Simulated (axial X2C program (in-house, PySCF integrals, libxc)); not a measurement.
## Potential curves of KB⁺, with spin–orbit coupling

All values were computed with an in-house relativistic program for diatomic molecules. Two-component (2c) means X2C with spin–orbit coupling and atomic mean-field two-electron Coulomb and Gaunt terms. Basis: K dyall-v3z [11s12p4d2f], B dyall-v3z [7s6p2d1f] (cores contracted in-house); Gaussian nuclei, density fitting, unrestricted open shells. Masses: K 38.964 u, B 11.009 u.

State: Ω = 1/2 (⟨Sz⟩ = 0.50, ⟨Lz⟩ = 0.00 at HF). Energies in cm⁻¹ from the fragments at the same level (K+ + B). Fits are polynomials in 1 − R0/R over 0.85 to 1.23 times the lowest point R0.

```csv
R (Å),MP2
2.9293,-2025
3.0640,-2501
3.1650,-2690
3.2660,-2777
3.3670,-2788
3.4848,-2734
3.6027,-2631
3.7542,-2457
3.9394,-2215
4.2088,-1859
```

Correlated methods: 11 electrons correlated (number of frozen shells: K 2 s, 1 p; B 1 s), 207 virtual spin orbitals or spinors in MP2.

Occupations by symmetry block were frozen at the best pattern of an incomplete PBE0 search. De is counted from the lowest determinant-based energies of the atoms at the same level, without counterpoise correction. The 2c atoms are single determinants rather than J levels; their spin–orbit lowering is only partly caught, and De is too large by that part. This holds for MP2. PBE0 can misorder states that lie within some tenths of an eV, so this need not be the ground state of the molecule. The nearest other 2c determinant of the search, Ω = 3/2, lies 0.43 eV up at the distance of the search. MP2 and coupled cluster on one determinant become unreliable at the stretched end.

**Question.** Fit the MP2 curve near its minimum: give the equilibrium distance, the harmonic wavenumber and the well depth.

**Answer.** At MP2, 2c: Re = 3.333 Å, ωe ≈ 152 cm⁻¹, De = 0.35 eV to K+ + B; Be follows as 0.177 cm⁻¹.
